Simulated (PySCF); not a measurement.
# SnO⁺: one state, many levels of theory

State: ²Π (doublet), unpaired electrons π ↑. Set-up: Sn x2c-SVPall, O x2c-SVPall; spin-free X2C with a Gaussian nucleus (PySCF 2.14). De refers to Sn⁺ + O in their high-spin ground configurations, without counterpoise correction. The functionals are run spin-unrestricted. A positive dipole points towards O; it is taken about the centre of mass and depends on that origin. Levels whose curve was spin-contaminated or gave no clean fit are not listed.

```json
{"Level": "UHF", "Re (Å)": "1.981", "ωe (cm⁻¹)": "685", "De (eV)": "1.06", "μ (D)": "-3.20"}
{"Level": "UHF-CCSD", "Re (Å)": "2.007", "ωe (cm⁻¹)": "644", "De (eV)": "2.52", "μ (D)": "n/a"}
{"Level": "UHF-CCSD(T)", "Re (Å)": "2.016", "ωe (cm⁻¹)": "626", "De (eV)": "2.67", "μ (D)": "n/a"}
{"Level": "PBE", "Re (Å)": "2.029", "ωe (cm⁻¹)": "609", "De (eV)": "3.64", "μ (D)": "-2.32"}
{"Level": "PBEsol", "Re (Å)": "2.016", "ωe (cm⁻¹)": "623", "De (eV)": "3.85", "μ (D)": "-2.25"}
{"Level": "BLYP", "Re (Å)": "2.039", "ωe (cm⁻¹)": "598", "De (eV)": "3.58", "μ (D)": "-2.33"}
{"Level": "r²SCAN", "Re (Å)": "2.008", "ωe (cm⁻¹)": "635", "De (eV)": "3.30", "μ (D)": "-2.46"}
{"Level": "PBE0", "Re (Å)": "2.002", "ωe (cm⁻¹)": "648", "De (eV)": "3.11", "μ (D)": "-2.63"}
{"Level": "HSE06", "Re (Å)": "2.003", "ωe (cm⁻¹)": "646", "De (eV)": "3.14", "μ (D)": "-2.63"}
{"Level": "M06-2X", "Re (Å)": "1.995", "ωe (cm⁻¹)": "663", "De (eV)": "2.90", "μ (D)": "-2.88"}
```

Task: Which functional lies closest to UHF-CCSD(T) in De, which farthest, and by how much do they differ from it?

Result: Closest is M06-2X (-2.1 pm in Re, +5.9 % in ωe, +0.23 eV in De against UHF-CCSD(T) in the same basis), farthest PBEsol (+0.0 pm in Re, -0.5 % in ωe, +1.18 eV in De). CCSD(T) converges more slowly with the basis than the functionals do and binds too weakly in this one, so the order can change at the basis-set limit.

Task: What does a quarter of exact exchange do here, going from PBE to PBE0?

Result: PBE0 less PBE: -2.7 pm in Re, +6.4 % in ωe, -0.53 eV in De. Exact exchange removes part of the self-interaction that spreads semilocal densities, and in most molecules shortens and stiffens the bond and lowers De; so it does here.

Task: What does the step from GGA to meta-GGA do here, going from PBE to r²SCAN?

Result: r²SCAN less PBE: -2.1 pm in Re, +4.3 % in ωe, -0.34 eV in De. 

Correlated steps freeze 19 core orbitals. Correlated levels converge slowly with the basis: in double zeta they bind strong bonds too weakly, by up to about 1 eV, and carry superposition errors of some tenths. Spin–orbit coupling is left out, which matters for elements this heavy, above all for dissociation energies. For an ion De counts to the pair picked by the measured ionisation energies or electron affinities, which need not be the lowest pair at this level. The state is the lowest determinant that a PBE0 search found; another state may lie lower at other levels.
